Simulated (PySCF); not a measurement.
V⁺: ionisation energy

V⁺ [Ar] 3d4 (5D) → V²⁺ [Ar] 3d3 (4F), as a difference of total energies. Calculation: PySCF 2.14, in cc-pVTZ-DK; scalar relativity by spin-free X2C-1e. Correlated levels: valence: [Ar] frozen. The calculations carry no spin-orbit coupling.

```csv
method,ionisation energy (eV)
UHF,13.172
BP86,15.349
MP2 (valence),13.922
SCS-MP2 (valence),13.422
```

Task: How much does correlation contribute at MP2 (valence)?

Result: 13.922 − (13.172) = 0.750 eV, measured against UHF.

The reference lies between the lowest fine-structure levels, while these numbers refer to the centres of the terms.

Errors of the correlated levels include the incompleteness of this basis and the frozen core.

For comparison: 14.634 ± 0.007 eV (measured; NIST Atomic Spectra Database, ionization energies).
